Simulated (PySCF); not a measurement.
Isomers of C8H14OSi, mass 154.081 u with the commonest isotopes. The calculation used PBE0/pcSseg-1 in PySCF (dipole) on a GFN2-xTB geometry, gas phase. One conformer each, none proved a minimum here; rigid rotors.

**Question.** Order these by dipole moment, smallest first.
A. `[CH2:1]=[CH:2][C@:3]([CH:4]=[O:5])([CH2:6][SiH3:7])[CH:8]1[CH2:9][CH2:10]1` with C1–C2–C3–C4 150°, C2–C3–C4–O5 -147°, C2–C3–C6–Si7 160°, C2–C3–C8–C9 43°
B. `[CH:1]1=[CH:2][Si:3]2([CH2:4][CH2:5]1)[CH2:6][CH2:7][O:8][CH2:9][CH2:10]2` with C1–C2–Si3–C4 -6°, C2–Si3–C4–C5 10°, Si3–C4–C5–C1 -12°, C2–Si3–C6–C7 168°
C. `[CH2:1]=[CH:2][CH2:3][C@@H:4]1[CH2:5][C@@H:6]([CH:7]=[O:8])[CH2:9][SiH2:10]1` with C1–C2–C3–C4 120°, C2–C3–C4–C5 -175°, C5–C6–C7–O8 88°, C3–C4–C5–C6 -158°, C4–C5–C6–C7 -65°, C5–C6–C9–Si10 -43°, C6–C9–Si10–C4 20°
D. `[CH3:1][CH2:2][O:3][C:4]1=[CH:5][SiH2:6][C@H:7]2[CH2:8][C@@H:9]1[CH2:10]2` with C1–C2–O3–C4 180°, C2–O3–C4–C5 0°
E. `[CH2:1]=[C:2]([CH3:3])/[CH:4]=[CH:5]\[C:6](=[O:7])[CH2:8][CH2:9][SiH3:10]` with C1–C2–C4–C5 164°, C4–C5–C6–O7 -36°, C5–C6–C8–C9 160°, C6–C8–C9–Si10 43°

**Answer.** D (1.18 D), B (1.63 D), C (2.72 D), A (3.57 D), E (3.78 D).

**Question.** Order these by radius of gyration √(Σ m r²/M), smallest first.
A. `[CH:1]1=[CH:2][Si:3]2([CH2:4][CH2:5]1)[CH2:6][CH2:7][O:8][CH2:9][CH2:10]2` with C1–C2–Si3–C4 -6°, C2–Si3–C4–C5 10°, Si3–C4–C5–C1 -12°, C2–Si3–C6–C7 168°
B. `[CH2:1]=[CH:2][C@:3]([CH:4]=[O:5])([CH2:6][SiH3:7])[CH:8]1[CH2:9][CH2:10]1` with C1–C2–C3–C4 150°, C2–C3–C4–O5 -147°, C2–C3–C6–Si7 160°, C2–C3–C8–C9 43°
C. `[CH2:1]=[CH:2][CH2:3][C@@H:4]1[CH2:5][C@@H:6]([CH:7]=[O:8])[CH2:9][SiH2:10]1` with C1–C2–C3–C4 120°, C2–C3–C4–C5 -175°, C5–C6–C7–O8 88°, C3–C4–C5–C6 -158°, C4–C5–C6–C7 -65°, C5–C6–C9–Si10 -43°, C6–C9–Si10–C4 20°
D. `[CH2:1]=[C:2]([CH3:3])/[CH:4]=[CH:5]\[C:6](=[O:7])[CH2:8][CH2:9][SiH3:10]` with C1–C2–C4–C5 164°, C4–C5–C6–O7 -36°, C5–C6–C8–C9 160°, C6–C8–C9–Si10 43°
E. `[CH3:1][CH2:2][O:3][C:4]1=[CH:5][SiH2:6][C@H:7]2[CH2:8][C@@H:9]1[CH2:10]2` with C1–C2–O3–C4 180°, C2–O3–C4–C5 0°

**Answer.** B (2.249 Å), A (2.283 Å), C (2.371 Å), E (2.407 Å), D (2.608 Å).

**Question.** Order these by rotational constant B, largest first.
A. `[CH2:1]=[C:2]([CH3:3])/[CH:4]=[CH:5]\[C:6](=[O:7])[CH2:8][CH2:9][SiH3:10]` with C1–C2–C4–C5 164°, C4–C5–C6–O7 -36°, C5–C6–C8–C9 160°, C6–C8–C9–Si10 43°
B. `[CH:1]1=[CH:2][Si:3]2([CH2:4][CH2:5]1)[CH2:6][CH2:7][O:8][CH2:9][CH2:10]2` with C1–C2–Si3–C4 -6°, C2–Si3–C4–C5 10°, Si3–C4–C5–C1 -12°, C2–Si3–C6–C7 168°
C. `[CH3:1][CH2:2][O:3][C:4]1=[CH:5][SiH2:6][C@H:7]2[CH2:8][C@@H:9]1[CH2:10]2` with C1–C2–O3–C4 180°, C2–O3–C4–C5 0°
D. `[CH2:1]=[CH:2][C@:3]([CH:4]=[O:5])([CH2:6][SiH3:7])[CH:8]1[CH2:9][CH2:10]1` with C1–C2–C3–C4 150°, C2–C3–C4–O5 -147°, C2–C3–C6–Si7 160°, C2–C3–C8–C9 43°

**Answer.** D (846.3 MHz), B (739.0 MHz), C (693.1 MHz), A (581.4 MHz).

| SMILES | point group | Ia (u·Å²) | Ib (u·Å²) | Ic (u·Å²) | κ | μa (D) | μb (D) | μc (D) |
| --- | --- | --- | --- | --- | --- | --- | --- | --- |
| C1=C[Si]2(CC1)CCOCC2 | C1 | 209.97 | 683.88 | 711.90 | -0.97 | 1.40 | 0.10 | 0.82 |
| C=C(C)/C=C\C(=O)CC[SiH3] | C1 | 210.10 | 869.23 | 1017.47 | -0.91 | 2.50 | 2.63 | 1.07 |
| CCOC1=C[SiH2][C@H]2C[C@@H]1C2 | Cs | 208.16 | 729.15 | 847.97 | -0.89 | 1.17 | 0.11 | 0.00 |
| C=C[C@](C=O)(C[SiH3])C1CC1 | C1 | 325.98 | 597.15 | 636.18 | -0.86 | 3.53 | 0.48 | 0.18 |
| C=CC[C@@H]1C[C@@H](C=O)C[SiH2]1 | C1 | 242.50 | 734.05 | 756.55 | -0.97 | 0.86 | 1.41 | 2.17 |
